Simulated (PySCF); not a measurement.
Radial density of I+ (iodine, charge +1)

UHF, [Kr] 4d10 5s2 5p4, high-spin 3P determinant. Computed with PySCF 2.14 in aug-cc-pVTZ-DK3 (8s7p5d2f, 68 functions), with the spin-free X2C one-electron Hamiltonian (Gaussian nucleus).

```json
{"r (bohr)": "0.0268", "4πr²ρ (e/bohr)": "63.99", "4πr²(ρα − ρβ)": "0.0161"}
{"r (bohr)": "0.0451", "4πr²ρ (e/bohr)": "62.58", "4πr²(ρα − ρβ)": "0.0401"}
{"r (bohr)": "0.0759", "4πr²ρ (e/bohr)": "87.76", "4πr²(ρα − ρβ)": "0.0327"}
{"r (bohr)": "0.128", "4πr²ρ (e/bohr)": "70.00", "4πr²(ρα − ρβ)": "-0.0123"}
{"r (bohr)": "0.215", "4πr²ρ (e/bohr)": "72.35", "4πr²(ρα − ρβ)": "0.0802"}
{"r (bohr)": "0.361", "4πr²ρ (e/bohr)": "45.03", "4πr²(ρα − ρβ)": "-0.0002"}
{"r (bohr)": "0.608", "4πr²ρ (e/bohr)": "26.64", "4πr²(ρα − ρβ)": "0.2014"}
{"r (bohr)": "1.02", "4πr²ρ (e/bohr)": "16.51", "4πr²(ρα − ρβ)": "-0.0064"}
{"r (bohr)": "1.72", "4πr²ρ (e/bohr)": "4.730", "4πr²(ρα − ρβ)": "1.0627"}
{"r (bohr)": "2.89", "4πr²ρ (e/bohr)": "1.591", "4πr²(ρα − ρβ)": "0.6085"}
{"r (bohr)": "4.87", "4πr²ρ (e/bohr)": "0.07339", "4πr²(ρα − ρβ)": "0.0260"}
{"r (bohr)": "8.18", "4πr²ρ (e/bohr)": "2.811e-05", "4πr²(ρα − ρβ)": "0.0000"}
```

Densities and radii are taken from the X2C orbitals without a picture-change correction, which distorts them close to the nucleus.

Where is the radial spin density 4πr²(ρα − ρβ) most negative, and why is it negative at all?

Around r = 0.128 bohr, down to -0.0123 e/bohr: exchange with the open shell polarises the paired shells in an unrestricted calculation.
